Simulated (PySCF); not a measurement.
How methods differ on the interval between two levels of Si

Si [Ne] 3s2 3p2 [3P2, M_J = 2] → Si [Ne] 3s1 3p3 [5S2, M_J = 2], as a difference of total energies. All numbers are calculated (PySCF 2.14, the two-component X2C-1e Hamiltonian, in x2c-TZVPall-2c (5s6p2d1f, 40 functions)). Correlated levels: [Ne] frozen; the 6 highest virtual spinors dropped. "Screened" scales the spin-orbit matrix elements by Boettger's factors to mimic the two-electron term; Breit and QED terms are absent.

```
                    method  interval between two levels (cm⁻¹)
           GHF (spin-free)                               20760
          GMP2 (spin-free)                               28826
 GHF (screened spin-orbit)                               20679
GMP2 (screened spin-orbit)                               28745
```

The labels give the starting determinants; with spin-orbit coupling the two ends relaxed to ⟨J²⟩ = 6.01, ⟨L²⟩ = 2.01, ⟨S²⟩ = 2.00 and ⟨J²⟩ = 6.00, ⟨L²⟩ = 0.00, ⟨S²⟩ = 6.00.
